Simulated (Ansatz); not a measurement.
`F[Si](F)(F)[SiH3]` + `C[CH2][Mg][OH]` → `O[Si](F)(F)[SiH3]` + `C[CH2][Mg][F]`  (redistribution)

Isolated molecules relaxed with PBE0-D4/def2-TZVP in Ansatz; ΔE leaves out vibrations. CCSD(T)/CBS is the MP2 limit (def2-TZVPP, def2-QZVPP) plus CCSD(T) − MP2 in def2-TZVPP, frozen cores. This one scheme is used for every species. DFT in def2-TZVPP. For Mg outer-core shells are correlated without core-valence functions, which leaves a few kJ/mol of doubt a bond. One conformer a species, not always the lowest.

(1) Is it downhill or uphill in electronic energy at CCSD(T)/CBS, and by how much? (Estimate.)

(2) What do these levels give: B97M-V, CAM-B3LYP-D4, r2SCAN, CAM-B3LYP, RPA@PBE/def2-TZVPP, CCSD/CBS(def2)? (Best estimate.)

Largest T1 diagnostic among the species: 0.013.

Answers

(1) Computed: Downhill: ΔE = -5.4 kcal/mol.

(2) Computed: B97M-V -6.4, CAM-B3LYP-D4 -6.5, r2SCAN -6.0, CAM-B3LYP -6.2, RPA@PBE/def2-TZVPP -5.6, CCSD/CBS(def2) -5.3 kcal/mol.

Leaving LDA and LC-ωPBE aside and taking each functional with its dispersion term where it has one, the values, not all of them listed here, spread over 1.9 kcal/mol, from revPBE-D4 to r2SCAN-D4. At CCSD(T), def2-SVP lies −3.1 kcal/mol from the extrapolated value and def2-TZVPP −0.4 kcal/mol.
